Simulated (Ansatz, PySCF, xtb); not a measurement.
Dimer: ethylamine (SMILES CCN) (first 10 atoms) with HF (SMILES F); geometry from B3LYP-D3(BJ)/def2-TZVP, rigid monomers moved along the line of their centres of mass till N3···H12 is 2.86 Å.
(charge 0, multiplicity 1):
```xyz
12

C      1.24880     0.49068     0.01617
C     -0.25806     0.31018    -0.05882
N     -0.69058    -0.77892     0.83866
H      1.56613     1.31843    -0.61916
H      1.55864     0.69695     1.04085
H      1.76830    -0.40864    -0.32500
H     -0.56766     0.12931    -1.09429
H     -0.75852     1.22005     0.27711
H     -1.69413    -0.91649     0.78882
H     -0.25400    -1.65553     0.57155
F     -0.01920    -0.05297     4.51322
H     -0.30413    -0.38199     3.64157
```

Monomers are frozen at their geometry in the pair; levels with a basis set take the counterpoise correction. Rows marked so take none.

Frozen-core correlation. Rows in 6-31G* carry no dispersion term and start afresh at each structure (6-31G* with six Cartesian d functions).

Codes used: Ansatz (Gaussian basis) for Hartree–Fock, density functionals and correlated methods; PySCF for 6-31G* rows, the dispersion terms; xtb for the GFN methods. Each number belongs to the level named beside it.

```json
[
 {"level": "GFN1-xTB", "interaction energy (kJ/mol)": "-11.0"},
 {"level": "HF/6-31G* (no counterpoise)", "interaction energy (kJ/mol)": "-24.2"},
 {"level": "PBE/def2-TZVPPD", "interaction energy (kJ/mol)": "-22.0"},
 {"level": "PBE-D3(BJ)/def2-TZVPPD", "interaction energy (kJ/mol)": "?"},
 {"level": "r2SCAN-D4/def2-TZVPPD", "interaction energy (kJ/mol)": "-22.1"},
 {"level": "B3LYP/6-31G*", "interaction energy (kJ/mol)": "-21.6"},
 {"level": "PBE0-D3(BJ)/def2-TZVPPD", "interaction energy (kJ/mol)": "?"},
 {"level": "SCS-MP2/aug-cc-pVDZ", "interaction energy (kJ/mol)": "-20.7"},
 {"level": "CCSD(T)/aug-cc-pVDZ", "interaction energy (kJ/mol)": "-21.1"}
]
```

Q: Some entries are withheld; supply them.

A: 
- PBE-D3(BJ)/def2-TZVPPD, interaction energy (kJ/mol): -23.4
- PBE0-D3(BJ)/def2-TZVPPD, interaction energy (kJ/mol): -22.7

Ansatz is an electronic-structure program.
